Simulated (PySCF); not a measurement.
Fill in the blanks.

Compound: C₅H₂NO₂ (charge -1).
Cartesian coordinates in Å at the GFN2-xTB level; atoms count from 1:
```xyz
10
C5H2NO2 angstrom
N      3.3665   -0.3589   -0.1218
C      2.2062   -0.3155   -0.0883
C      0.8384   -0.1934   -0.0417
C      0.0641    0.9537    0.0785
C     -1.2625    0.5638    0.0796
C     -1.2978   -0.8491   -0.0415
O     -2.2392   -1.6429   -0.0845
O      0.0050   -1.2987   -0.1150
H      0.4576    1.9534    0.1560
H     -2.1295    1.1923    0.1563
```

| property | level | value |
| --- | --- | --- |
| point group of the GFN2-xTB geometry | GFN2-xTB | ? |
| rotational constants A, B, C of the GFN2-xTB geometry | GFN2-xTB | ? |
| HOMO energy | PBE0/pcSseg-1 | ? |
| LUMO energy | PBE0/pcSseg-1 | ? |
| 13C chemical shifts (computed TMS as zero) by class | GIAO PBE0/pcSseg-1 | 174.5 (C6), 138.9 (C4), 127.5 (C2), 104.9 (C3), 82.8 (C5) ppm |
| 1H chemical shifts (computed TMS as zero) by class | GIAO PBE0/pcSseg-1 | ? |
| isotropic shieldings of nuclei other than C and H, by class | GIAO PBE0/pcSseg-1 | ? |

The electronic properties come from PySCF, for the isolated species, density fitting. No diffuse functions stand in pcSseg-1, which bears on an anion's orbital energies.

Question: The point group of the GFN2-xTB geometry?

Answer: Cs.

Question: What is the LUMO energy?

Answer: 3.94 eV.

Question: Give the HOMO energy.

Answer: -0.81 eV.

Question: Give the isotropic shieldings of nuclei other than C and H, by class.

Answer: -47 (N1), 40 (O7), 71 (O8) ppm.

Question: Give the 1H chemical shifts (computed TMS as zero) by class.

Answer: 6.94 (H9), 4.14 (H10) ppm.

Question: The rotational constants A, B, C of the GFN2-xTB geometry?

Answer: 6.666, 1.427, 1.176 GHz.

With B = h/(8π²I), that is 505.379 GHz u Å² over I, the principal moments of inertia are 75.8, 354.1 and 429.9 u Å² (most abundant isotopes). The rotational constants make it an asymmetric top with κ = (2B − A − C)/(A − C) = -0.91, nearer the prolate limit (−1).
